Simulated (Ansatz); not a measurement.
Born–Oppenheimer molecular dynamics of CH$_{8}$BNO$_{2}$ (13 atoms, charge 0, multiplicity 1). It starts from a rough guess of a transition structure, not a stationary point.

The calculation used Ansatz 0.2.0, UKS CAM-B3LYP-D4/STO-3G.

| Quantity | Value |
| --- | --- |
| ensemble | NVE (velocity Verlet) |
| time step | 0.5 fs |
| steps asked | 150 |
| starting velocities drawn for | 600 K |
| seed | 328160 |

First frame:

```xyz
13
Properties=species:S:1:pos:R:3
B -0.260 -0.903 0.634
H 0.564 -1.760 -0.315
O 0.144 -1.127 1.917
O -1.582 -0.893 0.296
H 1.000 -0.908 -0.544
N 0.782 0.356 -0.132
C 0.186 1.419 -0.915
H -0.553 -1.466 2.477
H -1.792 -0.526 -0.559
H 1.427 0.729 0.554
H -0.443 2.087 -0.316
H 0.960 2.019 -1.402
H -0.434 0.972 -1.695
```

Problem. What does the run give?

Solution. All steps were run.

```
steps done                                               : 150
time covered                                             : 75 fs
mean temperature over the second half                    : 1279 K
spread of the potential energy over the second half      : 23.1 meV per atom
mean potential energy of the second half above the start : -74.4 meV per atom
```

The conserved energy stayed within 0.85 meV per atom of its start (net change 0.068 meV per atom), so the integration is sound. The kinetic energy rose, since the run started high on the potential surface and went downhill. It ends in pieces (BH3O2 + CH5N), so much of that is their flight and rotation, not heat. A run of 0.075 ps of so small a system gives no equilibrium averages. The orbitals were unrestricted but ended closed-shell. Limits of this set-up: minimal basis.

Problem. What happens to the structure?

Solution. The planned step would form B1–N6, H2–H5 and break B1–H2, H5–N6. These pairs go: B1–N6 1.80 → 3.07 Å, H2–H5 0.98 → 4.23 Å, B1–H2 1.52 → 1.32 Å, H5–N6 1.35 → 1.02 Å. In the last frame they stand as before the step (other bonds may differ from the relaxed reactants and products). It ends as BH3O2 + CH5N. Pairs count as bonded within 1.25 times the sum of covalent radii (0.12 Å more for H–H). Another seed would give other details.

Problem. How do temperature and energy run in time?

Solution. 
| time (fs) | T (K) | potential energy less start (eV) | conserved less start (meV/atom) |
| --- | --- | --- | --- |
| 0 | 600 | 0.000 | 0.00 |
| 2.5 | 521 | 0.116 | 0.29 |
| 5 | 643 | -0.062 | -0.02 |
| 7.5 | 642 | -0.052 | 0.55 |
| 10 | 1223 | -0.891 | -0.39 |
| 12.5 | 1161 | -0.798 | 0.03 |
| 15 | 1354 | -1.079 | -0.48 |
| 17.5 | 1216 | -0.873 | 0.25 |
| 20 | 1353 | -1.069 | 0.12 |
| 22.5 | 1873 | -1.814 | -0.29 |
| 25 | 1721 | -1.592 | 0.12 |
| 27.5 | 1543 | -1.347 | -0.48 |
| 30 | 949 | -0.490 | 0.47 |
| 32.5 | 1179 | -0.826 | -0.25 |
| 35 | 1336 | -1.050 | -0.25 |
| 37.5 | 1230 | -0.892 | 0.25 |
| 40 | 1432 | -1.184 | -0.13 |
| 42.5 | 1104 | -0.714 | 0.25 |
| 45 | 1258 | -0.938 | -0.14 |
| 47.5 | 1287 | -0.977 | -0.04 |
| 50 | 1412 | -1.161 | -0.53 |
| 52.5 | 1009 | -0.580 | 0.15 |
| 55 | 852 | -0.353 | 0.40 |
| 57.5 | 1610 | -1.444 | -0.64 |
| 60 | 1291 | -0.975 | 0.56 |
| 62.5 | 1471 | -1.246 | -0.58 |
| 65 | 860 | -0.364 | 0.51 |
| 67.5 | 1387 | -1.125 | -0.54 |
| 70 | 1294 | -0.986 | 0.04 |
| 72.5 | 1540 | -1.341 | -0.37 |
| 75 | 1439 | -1.191 | 0.07 |

Run time: 9.4 min on 1 thread of Arm Neoverse V1 (shared host), peak memory 0.14 GiB.
